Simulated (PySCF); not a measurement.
# A ladder of Hamiltonians for Sb⁴⁹⁺ (antimony, charge +49)

Occupied: 1s1/2. Hartree-Fock calculated with PySCF 2.14 in an uncontracted even-tempered set (19 s from 9.2 bohr⁻², ratio 2.3; 14 p from 11 bohr⁻², ratio 2.3), Gaussian nucleus throughout. NR is non-relativistic, sf-X2C the spin-free one-electron X2C Hamiltonian, X2C adds the bare one-electron spin-orbit term, X2C-SNSO screens it by Boettger's factors, DC is four-component Dirac-Coulomb, and the Gaunt and Breit terms are added at first order (total energies over the DC spinors, levels after relaxing the spinors in that mean field). QED terms are absent. Levels marked empty are virtual spinors of this ion.

```
Hamiltonian  E (hartree)  E − E(DC) (hartree)  CPU seconds
         NR   -2569.1654              95.0381         0.49
     sf-X2C   -2663.3167               0.8869         0.29
        X2C   -2663.3167               0.8869         0.29
   X2C-SNSO   -2663.3167               0.8869         0.29
         DC   -2664.2035               0.0000          5.6
   DC+Gaunt   -2662.3935               1.8100          9.4
   DC+Breit   -2662.3935               1.8100           83
```

Task: Give the 2p spin-orbit interval with each Hamiltonian that has one.

Result: X2C 305.4; X2C-SNSO 299.1; DC 295.7; DC+Gaunt 290.3; DC+Breit 290.3 (eV).

| level (eV) | NR | sf-X2C | X2C | X2C-SNSO | DC | DC+Gaunt | DC+Breit |
| --- | --- | --- | --- | --- | --- | --- | --- |
| 1s1/2 | -34524.6 | -35769.9 | -35769.9 | -35769.9 | -35793.8 | -35745.1 | -35745.1 |
| 2s1/2 (empty) | -8301.5 | -8676.6 | -8676.6 | -8676.6 | -8679.0 | -8673.7 | -8674.3 |
| 2p1/2 (empty) | -8206.6 | -8362.4 | -8573.5 | -8569.0 | -8567.5 | -8556.3 | -8558.0 |
| 2p3/2 (empty) | -8206.6 | -8362.4 | -8268.2 | -8269.9 | -8271.8 | -8266.1 | -8267.8 |
| 3s1/2 (empty) | -3666.8 | -3797.8 | -3797.8 | -3797.8 | -3798.4 | -3796.9 | -3797.1 |

Weight of the small component: 1s1/2 0.0355, 2s1/2 0.00852, 2p1/2 0.00848, 2p3/2 0.00817, 3s1/2 0.00373.

Koopmans' value for the highest occupied level at DC+Breit: 35745.1 eV, against an ionisation energy of 35710.0 eV (theoretical estimate listed by NIST; NIST Atomic Spectra Database, ionization energies); the former lacks relaxation, correlation, QED and recoil.

The whole ladder took 100 s of wall time on 1 thread of Neoverse-N1 (shared host), launched as `OMP_NUM_THREADS=1 python relrun2.py TASK.json OUT` (a driver that calls PySCF for each Hamiltonian).
